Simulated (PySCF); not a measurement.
Gas-phase reaction: 2 CH₃GeH₃ + 2 C → Ge₂H₆ + C₄H₆ (butadiene). Level: M06-2X/def2-TZVP†; standard pressure 1 bar.

Method: PySCF energies plus ideal-gas RRHO corrections (1 bar). † marks an energy on the PBE0/def2-TZVP geometry and frequencies. Open shells (unrestricted): C (multiplicity 3, electronic degeneracy 9); the rest are closed-shell singlets. Spin-orbit splitting is ignored; it lowers the true energy and changes the entropy of C. Ge: all electrons, no relativistic terms. The harmonic model lacks anharmonicity and excited electronic states, which grow with temperature; levels with a mode under 35 cm⁻¹ are left out. Internal rotation in CH₃GeH₃, Ge₂H₆, C₄H₆ (butadiene) is treated as a harmonic vibration of one conformer, which makes the entropy rough.

```tsv
T (K)	1000/T (1/K)	log10 K
1200	0.8333	39.04
1400	0.7143	31.31
1600	0.6250	25.51
1800	0.5556	?
2000	0.5000	17.40
2500	0.4000	10.93
```

Task: Fit log10 K = a + b·(1000/T) to the five rows, get the mean ΔH° and ΔS°, and predict log10 K at 1800 K.

Result: Means: 1000/T = 0.6145, log10 K = 24.838. Sums of products about the means: Sxy = 7.59528, Sxx = 0.117064, so b = Sxy/Sxx = 64.88 and a = 24.838 − (64.88)×0.6145 = -15.03.
ΔH° = −R ln 10 × 1000 K × b = −19.145 × (64.88) = -1242 kJ; ΔS° = R ln 10 × a = -288 J/K. The run's own values go from -1244 kJ and -289 J/K at 1200 K to -1238 kJ and -286 J/K at 2500 K.
Prediction at 1800 K: -15.03 + (64.88)×0.5556 = 21.02. The computed value is 21.00, 0.02 from the line.
For scale, ΔH°(298 K) is -1239 kJ at this level, -1244 kJ at ωB97M-V/def2-TZVP†, and runs from -1491 to -868 kJ over the 19 levels computed.
